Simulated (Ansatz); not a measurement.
Input for Ansatz (development build ahead of 0.2.0):

```yaml
crystal:
  periodic: [false, false, false]
  atoms:
    - { symbol: Cr, position_ang: [0.0, 0.0, 0.0] }
    - { symbol: O, position_ang: [0.0, 0.0, 2.96] }
basis:
  gaussian: { orbitals: pcseg-2 }
magnetization:
  initial_magnetization: 4
hamiltonian:
  xc: pbe0
```

The input is written out in the form of the current development build from the run's settings.

Output:

```json
{"Converged": "yes", "Total energy": "-1119.17735 hartree", "Spin squared of the determinant": "6.000", "Stability test": "minimum among restricted orbitals"}
```

Caution: stretched shape with no unrestricted run beside it, a lower state can exist.
